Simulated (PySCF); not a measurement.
**Calculated NMR parameters of [H]/N=C/B1OBOBO1**

| Quantity | Value |
| --- | --- |
| Formula | CH4B3NO3 |
| SMILES | [H]/N=C/B1OBOBO1 |
| Carbon signals | 1 |
| Proton signals | 3 |

Bonds (- single, = double, # triple, : aromatic): N1=C2 1.275 Å, C2-B3 1.575 Å, B3-O4 1.368 Å, O4-B5 1.368 Å, B5-O6 1.373 Å, O6-B7 1.369 Å, B7-O8 1.371 Å, O8-B3 1.376 Å. N1 carries H9; C2 carries H10; B5 carries H11; B7 carries H12. Stereochemistry as in [H]/N=C/B1OBOBO1.

- NMR shieldings at PBE0/pcSseg-1/GIAO
- geometry: PBE0-D3(BJ)/def2-SVP
- J couplings at B3LYP/pcJ-1 (spin–dipole term only in couplings to heteroatoms)
- program: PySCF
- one computed conformer, no solvent model, no relativistic terms, fast rotation and ring inversion assumed for equivalent nuclei

Shifts are taken against calculated references (same method and geometry level): TMS for 1H (31.27 ppm) and 13C (184.41 ppm); 11B (100.73 ppm) against BF3·OEt2; 15N (265.67 ppm) vs NH3; 17O (334.56 ppm) against H2O.

| carbon | δC, type | δH (multiplicity, J in Hz) | HMBC from (abs. J ≥ 3 Hz) | span of the C tensor (ppm) |
| --- | --- | --- | --- | --- |
| C2 | 187.0, CH | 8.60 (s) | – | 233 |

Other nuclei:
```
  atoms  nucleus                                              environment  δ (ppm)  σ (ppm)
     H9       1H                            hydrogen on an imine nitrogen    13.34    17.93
H11/H12       1H  hydrogen on a boron bonded to 2 O, in a 6-membered ring     4.72    26.55
  B5/B7      11B             boron bonded to 2 O, H, in a 6-membered ring     27.3     73.4
     B3      11B             boron bonded to C, 2 O, in a 6-membered ring     22.5     78.2
     N1      15N                                           imine nitrogen    471.1   -205.4
     O6      17O               oxygen bonded to 2 B, in a 6-membered ring    225.3    109.2
  O4/O8      17O               oxygen bonded to 2 B, in a 6-membered ring    213.9    120.6
```

Selected couplings (Hz, signed; the shortest-range and largest first, 30 at most; isotopes 11B, 1H, 13C, 15N): 1J(B5,H11) 199.2, 1J(C2,H10) 149.1, 1J(C2,B3) 107.2, 2J(B3,H10) 14.1, 2J(N1,B3) -10.0, 2J(N1,H10) 2.9, 2J(B3,B5) -1.3, 3J(B5,H12) 3.2, 3J(B3,H11) 3.2, 3J(C2,B5) 1.8.

δH 13.34: hydrogen on an imine nitrogen; exchangeable; this is the value without hydrogen bonding to other molecules. δH 8.60: hydrogen on a C=N carbon. δH 4.72: hydrogen on a boron bonded to 2 O, in a 6-membered ring.

Exchangeable OH/NH protons stand at their gas-phase positions; hydrogen bonding in a real sample shifts them, mostly to higher δ. Hydrogens on boron are broadened and split by 11B (spin 3/2, 80 %) and 10B (spin 3). A carbon bonded to boron is broadened by the quadrupolar boron nucleus and is often missing from a measured spectrum. Shifts are as computed. Against solution values, carbons near 30 ppm lie about +2 ppm off and those near 130 ppm about +5 ppm. Of 1313 compounds with measured shifts, 239 miss one by over three times the rms of a fit or turn the order of signals round; such compounds aren't used in these exercises. Couplings to exchangeable protons are dropped. Experimental scales use liquid or dissolved standards, which lie at an offset from isolated NH3 (liquid NH3: subtract about 20 ppm) and H2O (liquid H2O: subtract about 36 ppm). Unscaled 15N shifts of sp2 nitrogen come out 20 to 40 ppm too high even then.
